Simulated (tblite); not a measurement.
A geometry optimisation, step by step.

Compound: C3H12FPSi3.
Numbering: `[CH3:1][Si@@H:2]1[PH:3][SiH2:4][CH2:5][C@H:6]1[SiH2:7][F:8]` (hydrogens: H9, H10, H11 on C1; H12 on Si2; H13 on P3; H14, H15 on Si4; H16, H17 on C5; H18 on C6; H19, H20 on Si7)

Computed with GFN2-xTB (tblite), gas phase: L-BFGS steps from a force-field or distance-geometry start until the largest atomic force falls under 0.01 eV/Å. 9 of its 155 geometries are shown.

Step 0: E = -680.3920 eV, largest atomic force 2.736 eV/Å
```
atom  x, y, z in Å  |  force x, y, z in eV/Å
C1     -2.325   -1.151    0.407   -2.724  -0.200   0.159
Si2    -0.706   -0.873   -0.393    1.192  -0.702   0.896
P3      0.877   -2.297    0.321    0.127  -1.358   0.365
Si4     2.483   -0.750    0.230    0.454  -0.840   0.502
C5      1.489    0.620   -0.556   -0.183   0.379  -0.583
C6      0.159    0.693    0.182    0.156   0.446   0.713
Si7    -0.768    2.207   -0.378   -0.559   1.049   0.802
F8     -1.662    2.821    0.904    0.694  -0.567  -1.269
H9     -2.752   -0.211    0.822    0.333  -0.728  -0.157
H10    -3.047   -1.476   -0.390    0.534   0.257   0.764
H11    -2.367   -1.939    1.174    0.191   0.490  -0.310
H12    -0.710   -0.912   -1.840   -0.088  -0.068  -0.459
H13     0.637   -2.702    1.704    0.113   0.885  -1.146
H14     3.556   -1.227   -0.659   -0.103   0.048   0.157
H15     2.954   -0.387    1.570    0.084   0.072  -0.078
H16     1.212    0.294   -1.585    0.754   0.673   0.352
H17     2.023    1.584   -0.559   -0.215  -0.375  -0.249
H18     0.339    0.674    1.288   -0.244   0.106  -0.720
H19     0.220    3.224   -0.744   -0.316   0.136   0.110
H20    -1.618    1.819   -1.499   -0.199   0.296   0.150
```

Step 19: E = -681.2113 eV, largest atomic force 0.148 eV/Å
```
atom  x, y, z in Å  |  force x, y, z in eV/Å
C1     -2.415   -1.197    0.456    0.025   0.012   0.022
Si2    -0.685   -0.975   -0.297    0.040   0.106  -0.037
P3      0.908   -2.475    0.228    0.106  -0.055  -0.029
Si4     2.504   -0.890    0.206   -0.106   0.051  -0.022
C5      1.568    0.610   -0.536   -0.025   0.054  -0.014
C6      0.166    0.711    0.084   -0.001   0.065  -0.042
Si7    -0.792    2.267   -0.457    0.056  -0.048  -0.055
F8     -1.689    2.740    0.805    0.033  -0.071  -0.065
H9     -2.783   -0.265    0.867   -0.031   0.091  -0.026
H10    -3.095   -1.516   -0.324   -0.067   0.014  -0.002
H11    -2.457   -1.937    1.244    0.112  -0.088   0.042
H12    -0.785   -1.050   -1.773   -0.025  -0.011   0.034
H13     0.714   -2.433    1.592   -0.038   0.000   0.063
H14     3.657   -1.298   -0.602   -0.085   0.000   0.019
H15     2.947   -0.519    1.558    0.013  -0.057  -0.016
H16     1.469    0.480   -1.615    0.023  -0.011  -0.017
H17     2.135    1.531   -0.394   -0.009   0.024   0.078
H18     0.292    0.797    1.172   -0.035  -0.032  -0.027
H19     0.103    3.398   -0.700   -0.092  -0.074   0.015
H20    -1.770    2.030   -1.517    0.109   0.031   0.079
```

Step 38: E = -681.2499 eV, largest atomic force 0.068 eV/Å
```
atom  x, y, z in Å  |  force x, y, z in eV/Å
C1     -2.357   -1.181    0.510   -0.020   0.006  -0.005
Si2    -0.685   -0.968   -0.370   -0.012   0.059  -0.023
P3      0.874   -2.478    0.223   -0.028  -0.045  -0.016
Si4     2.472   -0.910    0.202    0.008   0.003  -0.009
C5      1.605    0.653   -0.484   -0.042   0.020  -0.023
C6      0.162    0.716    0.027   -0.020   0.004   0.035
Si7    -0.797    2.257   -0.519   -0.006  -0.002   0.002
F8     -1.766    2.595    0.730   -0.033   0.017  -0.057
H9     -2.711   -0.241    0.919    0.019   0.002  -0.010
H10    -3.104   -1.538   -0.191    0.010   0.001   0.007
H11    -2.300   -1.902    1.320    0.025   0.014  -0.005
H12    -0.832   -1.087   -1.837   -0.010   0.022   0.058
H13     0.606   -2.382    1.574    0.029  -0.008   0.011
H14     3.552   -1.341   -0.683    0.044  -0.004   0.012
H15     2.964   -0.633    1.555    0.046  -0.016   0.009
H16     1.604    0.615   -1.575   -0.015  -0.011  -0.035
H17     2.153    1.557   -0.213   -0.009  -0.015   0.036
H18     0.209    0.791    1.122    0.013  -0.046   0.024
H19     0.039    3.440   -0.670    0.021   0.016   0.029
H20    -1.695    2.049   -1.641   -0.021  -0.015  -0.040
```

Step 58: E = -681.2781 eV, largest atomic force 0.117 eV/Å
```
atom  x, y, z in Å  |  force x, y, z in eV/Å
C1     -2.343   -1.154    0.587   -0.001  -0.012   0.007
Si2    -0.703   -0.951   -0.356   -0.099   0.052   0.033
P3      0.871   -2.482    0.129   -0.037  -0.089   0.036
Si4     2.481   -0.933    0.155    0.001   0.028   0.002
C5      1.598    0.675   -0.411   -0.012   0.030  -0.006
C6      0.144    0.724    0.075   -0.001  -0.044  -0.018
Si7    -0.796    2.238   -0.576    0.032  -0.019   0.033
F8     -2.019    2.513    0.445    0.048  -0.024  -0.046
H9     -2.699   -0.191    0.942    0.005  -0.060   0.001
H10    -3.113   -1.573   -0.056    0.082   0.010   0.030
H11    -2.231   -1.817    1.442   -0.024   0.057  -0.033
H12    -0.918   -1.017   -1.815    0.011  -0.007   0.013
H13     0.666   -2.425    1.494   -0.035  -0.051  -0.004
H14     3.536   -1.338   -0.775    0.005   0.049   0.003
H15     3.029   -0.780    1.508    0.017   0.027  -0.016
H16     1.617    0.704   -1.504   -0.031   0.021   0.028
H17     2.136    1.560   -0.069    0.040  -0.015  -0.006
H18     0.157    0.800    1.171    0.020  -0.005  -0.065
H19     0.022    3.442   -0.527   -0.033   0.037   0.021
H20    -1.440    2.017   -1.861    0.011   0.014  -0.012
```

Step 77: E = -681.3016 eV, largest atomic force 0.086 eV/Å
```
atom  x, y, z in Å  |  force x, y, z in eV/Å
C1     -2.332   -1.133    0.699    0.030  -0.010   0.000
Si2    -0.736   -0.926   -0.313   -0.022  -0.002  -0.005
P3      0.837   -2.504    0.034    0.006   0.039  -0.018
Si4     2.462   -0.963    0.103   -0.005  -0.007   0.009
C5      1.604    0.695   -0.344   -0.010  -0.020  -0.023
C6      0.137    0.742    0.094    0.001   0.011   0.015
Si7    -0.762    2.238   -0.646    0.071  -0.019  -0.045
F8     -2.219    2.325    0.038   -0.037  -0.007   0.026
H9     -2.742   -0.164    0.965   -0.003  -0.021  -0.001
H10    -3.083   -1.662    0.123    0.027  -0.007   0.002
H11    -2.161   -1.696    1.611   -0.009   0.021   0.018
H12    -1.025   -0.989   -1.757   -0.002   0.009  -0.024
H13     0.663   -2.574    1.401    0.002   0.009   0.014
H14     3.486   -1.274   -0.898   -0.018  -0.022   0.024
H15     3.081   -0.883    1.431   -0.009  -0.004   0.011
H16     1.656    0.814   -1.428    0.019   0.021  -0.025
H17     2.151    1.534    0.089   -0.004   0.000  -0.049
H18     0.124    0.850    1.185   -0.031  -0.018   0.043
H19    -0.122    3.506   -0.324   -0.003   0.017   0.037
H20    -1.025    2.075   -2.067   -0.004   0.009  -0.008
```

Step 96: E = -681.3206 eV, largest atomic force 0.062 eV/Å
```
atom  x, y, z in Å  |  force x, y, z in eV/Å
C1     -2.309   -1.157    0.750    0.027   0.005   0.010
Si2    -0.760   -0.891   -0.314   -0.004  -0.007  -0.032
P3      0.797   -2.489   -0.013    0.028  -0.006  -0.037
Si4     2.437   -0.972    0.107    0.021  -0.011   0.007
C5      1.600    0.674   -0.415   -0.001  -0.006   0.014
C6      0.152    0.758    0.079   -0.015   0.030  -0.005
Si7    -0.725    2.283   -0.622   -0.014   0.039  -0.028
F8     -2.281    2.190   -0.201    0.000   0.005   0.005
H9     -2.853   -0.228    0.870   -0.044  -0.021  -0.033
H10    -2.961   -1.881    0.271   -0.008   0.041   0.046
H11    -2.063   -1.535    1.738   -0.001  -0.001   0.000
H12    -1.103   -0.912   -1.747   -0.001  -0.019  -0.016
H13     0.613   -2.597    1.349    0.003  -0.001   0.022
H14     3.510   -1.346   -0.817   -0.021   0.027  -0.001
H15     2.987   -0.853    1.462   -0.010   0.004   0.019
H16     1.615    0.732   -1.506   -0.014  -0.003   0.008
H17     2.166    1.534   -0.054    0.039  -0.012  -0.002
H18     0.172    0.862    1.171    0.024  -0.034   0.008
H19    -0.267    3.535   -0.035    0.005  -0.020   0.011
H20    -0.731    2.303   -2.077   -0.012  -0.009   0.004
```

Step 116: E = -681.3276 eV, largest atomic force 0.039 eV/Å
```
atom  x, y, z in Å  |  force x, y, z in eV/Å
C1     -2.298   -1.140    0.748   -0.004  -0.012  -0.008
Si2    -0.765   -0.902   -0.344    0.015  -0.013   0.003
P3      0.805   -2.496   -0.048    0.023   0.019   0.005
Si4     2.434   -0.970    0.124   -0.007   0.033   0.009
C5      1.595    0.659   -0.440   -0.009   0.003  -0.012
C6      0.148    0.744    0.058    0.005  -0.002   0.008
Si7    -0.721    2.295   -0.597   -0.028  -0.023   0.008
F8     -2.277    2.210   -0.169    0.009  -0.006  -0.004
H9     -2.901   -0.238    0.759    0.007  -0.008   0.007
H10    -2.911   -1.946    0.361    0.003  -0.007   0.014
H11    -2.033   -1.388    1.773   -0.011   0.026  -0.018
H12    -1.116   -0.953   -1.775   -0.007   0.017   0.001
H13     0.613   -2.622    1.313   -0.009  -0.013  -0.009
H14     3.547   -1.308   -0.765   -0.005  -0.018   0.005
H15     2.922   -0.830    1.501    0.000  -0.007  -0.002
H16     1.603    0.681   -1.532   -0.016   0.018  -0.009
H17     2.161    1.533   -0.113    0.015  -0.031   0.018
H18     0.177    0.820    1.152    0.009   0.006   0.005
H19    -0.251    3.517    0.040    0.015   0.005  -0.014
H20    -0.739    2.348   -2.050   -0.004   0.012  -0.007
```

Step 135: E = -681.3311 eV, largest atomic force 0.020 eV/Å
```
atom  x, y, z in Å  |  force x, y, z in eV/Å
C1     -2.289   -1.128    0.758    0.001  -0.006   0.001
Si2    -0.765   -0.904   -0.352   -0.003  -0.009  -0.004
P3      0.812   -2.498   -0.097   -0.019   0.003   0.005
Si4     2.430   -0.970    0.125   -0.001  -0.005   0.013
C5      1.598    0.661   -0.439    0.001  -0.012  -0.002
C6      0.150    0.741    0.054    0.006   0.003  -0.005
Si7    -0.724    2.290   -0.597   -0.012   0.002   0.002
F8     -2.279    2.193   -0.174    0.006   0.010   0.011
H9     -2.943   -0.269    0.669   -0.011   0.004  -0.006
H10    -2.850   -2.010    0.468    0.012  -0.003  -0.007
H11    -2.019   -1.238    1.805    0.015   0.000   0.001
H12    -1.141   -0.939   -1.777    0.001   0.005   0.011
H13     0.610   -2.683    1.256    0.001   0.007  -0.013
H14     3.561   -1.321   -0.737    0.000   0.010   0.002
H15     2.885   -0.826    1.513    0.009  -0.016   0.008
H16     1.612    0.697   -1.531   -0.006   0.014   0.003
H17     2.167    1.526   -0.094   -0.006  -0.006  -0.010
H18     0.177    0.812    1.149    0.004   0.013  -0.004
H19    -0.243    3.507    0.047   -0.011   0.002  -0.009
H20    -0.752    2.369   -2.049    0.013  -0.014   0.002
```

Step 154: E = -681.3330 eV, largest atomic force 0.009 eV/Å
```
atom  x, y, z in Å  |  force x, y, z in eV/Å
C1     -2.281   -1.127    0.765    0.000  -0.001   0.001
Si2    -0.766   -0.890   -0.352   -0.003   0.007   0.001
P3      0.803   -2.494   -0.133   -0.003  -0.007   0.001
Si4     2.426   -0.977    0.127    0.008   0.000   0.002
C5      1.603    0.665   -0.423    0.000  -0.003   0.000
C6      0.154    0.750    0.064   -0.003   0.001  -0.001
Si7    -0.726    2.289   -0.604    0.000   0.002  -0.004
F8     -2.273    2.201   -0.154   -0.003   0.005   0.003
H9     -2.978   -0.307    0.627   -0.002  -0.003   0.003
H10    -2.795   -2.051    0.523   -0.002  -0.007  -0.004
H11    -2.009   -1.164    1.816    0.004  -0.001   0.004
H12    -1.156   -0.907   -1.774    0.001   0.002   0.001
H13     0.597   -2.707    1.215    0.000  -0.001  -0.001
H14     3.562   -1.310   -0.734    0.000   0.001   0.001
H15     2.874   -0.871    1.521    0.001   0.003   0.001
H16     1.622    0.711   -1.514   -0.001   0.002  -0.002
H17     2.176    1.524   -0.070   -0.001  -0.001   0.001
H18     0.176    0.828    1.158   -0.004  -0.003   0.000
H19    -0.246    3.526   -0.003    0.006   0.000   0.000
H20    -0.767    2.321   -2.058    0.001   0.003  -0.008
```

Problem. Summarise the path.

Solution. The energy falls by 21.70 kcal/mol from step 0 to step 154; nine tenths of that is first reached at step 32. It falls at every step. The largest force goes from 2.736 to 0.009 eV/Å. Among the bonds P3–H13 changes most, from 1.461 to 1.380 Å; the atoms move by 0.649 Å rms after alignment.

Problem. Follow the three bonds and two angles with the largest change from start to end.

Solution. 
```csv
step,E above end (kcal/mol),largest force (eV/Å),P3–H13 (Å),C1–Si2 (Å),Si7–F8 (Å),Si2–P3–H13 (°),Si4–P3–H13 (°)
0,21.70,2.736,1.461,1.827,1.680,111.2,110.5
7,5.81,0.402,1.397,1.893,1.619,95.5,98.8
13,3.57,0.255,1.376,1.899,1.615,93.7,96.1
20,2.70,0.210,1.378,1.899,1.619,96.6,94.9
27,2.37,0.083,1.381,1.899,1.616,96.8,94.9
33,2.09,0.094,1.383,1.902,1.615,95.7,94.9
40,1.86,0.137,1.382,1.901,1.616,94.3,95.8
47,1.69,0.075,1.382,1.899,1.617,94.0,95.4
54,1.46,0.182,1.381,1.896,1.616,94.1,94.3
60,1.17,0.090,1.380,1.900,1.614,94.8,93.6
67,0.88,0.077,1.383,1.903,1.615,95.4,94.7
74,0.76,0.055,1.384,1.900,1.616,95.6,95.7
80,0.67,0.060,1.379,1.899,1.615,96.4,96.0
87,0.54,0.078,1.377,1.900,1.614,96.4,95.4
94,0.35,0.088,1.383,1.898,1.615,95.9,95.9
100,0.24,0.035,1.382,1.898,1.615,95.0,95.3
107,0.20,0.052,1.381,1.898,1.616,95.2,95.3
114,0.14,0.055,1.379,1.899,1.614,95.5,95.0
121,0.09,0.026,1.381,1.897,1.615,95.5,95.5
127,0.07,0.026,1.381,1.898,1.614,95.7,95.5
134,0.05,0.026,1.381,1.898,1.615,95.9,95.7
141,0.02,0.026,1.380,1.897,1.615,96.1,95.6
147,0.01,0.024,1.380,1.897,1.614,95.8,95.8
154,0.00,0.009,1.380,1.897,1.614,95.8,95.7
```

What follows is the cost of the whole relaxation. Time: 3.1 s wall. Hardware: Arm Neoverse N1, one thread, no GPU (shared host).
